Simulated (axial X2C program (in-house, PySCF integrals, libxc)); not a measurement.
**What spin–orbit coupling does to TmH**

Calculated with an in-house relativistic program for diatomic molecules. Spin-free means the one-electron spin-free X2C Hamiltonian; two-component (2c) means X2C with spin–orbit coupling and atomic mean-field two-electron Coulomb and Gaunt terms, so the difference of the two also holds small scalar two-electron terms. Basis: Tm dyall-cv3z [13s14p10d7f3g], H dyall-v3z [6s2p1d] (cores contracted in-house); Gaussian nuclei, density fitting, unrestricted open shells. Masses: Tm 168.934 u, H 1.008 u.

Spin-free state: M_S = 1, Λ = 0 (beyond evenly filled blocks: 2 × σα); fragments Tm + H.

| level | Re (Å) | ωe (cm⁻¹) | De (eV) | μ (D) |
| --- | --- | --- | --- | --- |
| PBE0 | 2.054 | 1265.3 | 1.656 | -2.79 |
| HF | 2.129 | 1249.7 | 1.332 | -2.82 |
| MP2 | 2.030 | 1335.3 | 1.366 | n/a |
| CCSD | 2.077 | 1275.9 | 1.593 | n/a |
| CCSD(T) | 2.071 | 1277.1 | 1.521 | n/a |
| PBE | 2.044 | 1240.1 | 1.632 | -2.66 |
| BHandHLYP | 2.072 | 1267.1 | 1.667 | -3.08 |
| BLYP | 2.059 | 1213.4 | 1.638 | -2.81 |

Correlated methods: 24 electrons correlated (number of frozen shells: Tm 4 s, 3 p, 2 d; H none), 234 virtual spin orbitals or spinors in MP2, 139 natural virtuals in coupled cluster.

Dipoles are positive if H is the positive end.

Two-component determinant lowest at the distance of the search:

Ω = 3 (⟨Sz⟩ = 0.88, ⟨Lz⟩ = 2.12 at HF); fragments Tm + H.

| level | Re (Å) | ωe (cm⁻¹) | μ (D) |
| --- | --- | --- | --- |
| PBE0 | 2.037 | 1227.7 | -2.69 |
| HF | 2.130 | 1227.8 | -2.88 |
| MP2 | 2.022 | 1309.7 | n/a |
| CCSD | 2.073 | 1250.0 | n/a |
| CCSD(T) | 2.067 | 1251.4 | n/a |
| PBE | 2.008 | 1251.7 | -2.36 |
| BHandHLYP | 2.067 | 1239.2 | -3.05 |
| BLYP | 2.014 | 1236.6 | -2.43 |

(1) From the two tables, how do the constants change at the CCSD(T) level (2c against spin-free)?

The state is one determinant whose occupation by symmetry is held fixed; it was picked as the lowest of a PBE0 search that is not exhaustive. Dissociation energies refer to the lowest single-determinant-based atoms at the same level and basis. De is not given where an atomic determinant may have missed its ground term or J level, or where the truncated virtual space spoils (T). Density functionals use the spin component along the axis (collinear). CCSD and (T) use frozen natural virtuals with an MP2 correction for the truncation; (T) itself is uncorrected, so its De runs slightly low. Other states lie close and PBE0, whose exact exchange favours high spin, may order them wrongly; the determinant shown need not be the ground state. The nearest other spin-free determinant of the search, M_S = 1, Λ = 1, lies 0.04 eV up at the distance of the search. The functionals have no current-density term, which raises determinants with orbital currents, atoms included. With several unpaired electrons one determinant need not be a pure state. A state of lower Ω lies just above, and one determinant can place such states too high, so the state shown need not be the lowest. The search has Ω = 2 only 0.03 eV up. At some level and bond length an empty orbital lies below a filled one. Some points did not converge and are left out. The stretched end of a curve changes character and is left out.

## Answers

(1) At the CCSD(T) level Re goes down by 0.004 Å and ωe drops by 25.7 cm⁻¹. The two determinants differ in configuration, so these shifts compare two states and are not the spin–orbit effect on one state.
